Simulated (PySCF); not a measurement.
C4H6F3P.
SMILES with atom numbers: `[F:1][C:2]([F:3])([F:4])[P:5]1[CH2:6][CH2:7][CH2:8]1` (hydrogens: H9, H10 on C6; H11, H12 on C7; H13, H14 on C8)

All values: B3LYP/def2-SVPD (PySCF, non-relativistic), on one gas-phase PBE0-D3(BJ)/def2-SVP geometry that isn't relaxed in the solvent. The solvent is an IEF-PCM continuum (van der Waals radii × 1.2), and excitations are vertical TDDFT with non-equilibrium linear response and a frozen core. Only the electrostatic response of the medium enters.

Gas-phase singlets (H = HOMO, L = LUMO):

```
state  E (eV)  λ (nm)      f  leading configurations
   S1   5.807     214  0.041                 H→L 98%
   S2   6.154     201  0.035               H→L+1 96%
   S3   6.805     182  0.058               H→L+2 92%
   S4   7.089     175  0.002               H→L+3 96%
   S5   7.278     170  0.015               H→L+4 94%
```

Question: How does the list change in cyclohexane (ε = 2.017)?

Answer: 
```json
{"state": "S1", "E (eV)": "5.769", "λ (nm)": "215", "f": "0.056", "leading configurations": "H→L 98%", "change by rank (eV)": "-0.038"}
{"state": "S2", "E (eV)": "6.136", "λ (nm)": "202", "f": "0.055", "leading configurations": "H→L+1 96%", "change by rank (eV)": "-0.018"}
{"state": "S3", "E (eV)": "6.814", "λ (nm)": "182", "f": "0.085", "leading configurations": "H→L+2 92%", "change by rank (eV)": "+0.009"}
{"state": "S4", "E (eV)": "7.079", "λ (nm)": "175", "f": "0.001", "leading configurations": "H→L+3 92%", "change by rank (eV)": "-0.010"}
{"state": "S5", "E (eV)": "7.290", "λ (nm)": "170", "f": "0.021", "leading configurations": "H→L+4 92%", "change by rank (eV)": "+0.012"}
```

Question: The ground-state energy changes by -0.051 eV from gas to cyclohexane. By how much does the total energy of gas-phase S1 change?

Answer: E(S1) = E(S0) + excitation energy, so it changes by -0.051 − 0.038 = -0.089 eV: it is lowered more than the ground state, which is what a red shift means. This is the vertical state, with the slow part of the continuum still set for S0.

Question: How do the frontier levels move from gas to cyclohexane?

Answer: 
```json
{"orbital": "LUMO+2", "gas (eV)": "0.62", "solvent (eV)": "0.70", "change (eV)": "+0.08"}
{"orbital": "LUMO+1", "gas (eV)": "-0.03", "solvent (eV)": "0.09", "change (eV)": "+0.12"}
{"orbital": "LUMO", "gas (eV)": "-0.35", "solvent (eV)": "-0.25", "change (eV)": "+0.10"}
{"orbital": "HOMO", "gas (eV)": "-7.08", "solvent (eV)": "-6.99", "change (eV)": "+0.09"}
{"orbital": "HOMO-1", "gas (eV)": "-8.96", "solvent (eV)": "-8.85", "change (eV)": "+0.11"}
{"orbital": "HOMO-2", "gas (eV)": "-9.00", "solvent (eV)": "-8.85", "change (eV)": "+0.15"}
{"orbital": "HOMO-3", "gas (eV)": "-10.08", "solvent (eV)": "-9.94", "change (eV)": "+0.14"}
```

The HOMO–LUMO gap goes from 6.72 to 6.74 eV. Rows go by rank; for HOMO-2, HOMO-1 and LUMO+2 the atom shares or the degeneracy differ between the runs, so the row needn't follow one orbital.

Conformer computed: `[F:1][C:2]([F:3])([F:4])[P:5]1[CH2:6][CH2:7][CH2:8]1`: F1–C2–P5–C6 -43°.
